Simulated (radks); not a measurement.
Values are calculated unless marked as measured or tabulated.
How relativity changes the ionisation of the lead ion Pb3+ ([Xe] 4f14 5d10 6s1) to Pb4+ ([Xe] 4f14 5d10). Spin-unpolarised spherical Kohn-Sham, PBEsol, point nucleus unless stated (finite: rms radius 5.5012 fm), a radial shooting solver on a logarithmic mesh with Libxc functionals. A level marked "c x" has the speed of light scaled by that factor.

| level | E(Pb3+) (hartree) | E(Pb4+) (hartree) | IE (eV) | HOMO | <r> HOMO (bohr) |
|---|---|---|---|---|---|
| non-rel. | -19521.3664 | -19519.9816 | 37.681 | 6s | 2.315 |
| scalar-rel. | -20874.3895 | -20872.8196 | 42.717 | 6s | 2.086 |
| scalar-rel., finite nucleus | -20868.5488 | -20866.9796 | 42.698 | 6s | 2.087 |
| Dirac | -20921.0025 | -20919.4330 | 42.708 | 6s1/2 | 2.088 |
| Dirac, finite nucleus | -20915.0857 | -20913.5169 | 42.688 | 6s1/2 | 2.088 |
| Dirac, c x 1.25 | -20350.4659 | -20348.9747 | 40.579 | 6s1/2 | 2.176 |
| Dirac, c x 10 | -19532.9195 | -19531.5333 | 37.720 | 6s1/2 | 2.313 |
| Dirac, c x 100 | -19521.4817 | -19520.0969 | 37.682 | 6s1/2 | 2.315 |

NIST Atomic Spectra Database: 42.333 eV (measured). The relativistic part of the total energy of Pb3+ is -1394 hartree (Dirac, finite nucleus), 7.1 % of the non-relativistic value. Spin polarisation and multiplet splitting of open shells are left out at every level.

Beside tabulated values, note that relativity, absent from the non-relativistic runs, is large for the heavy elements, and spin-unpolarised runs miss the spin-polarisation part of the exchange energy of open shells, and scalar-relativistic runs lack spin-orbit coupling.
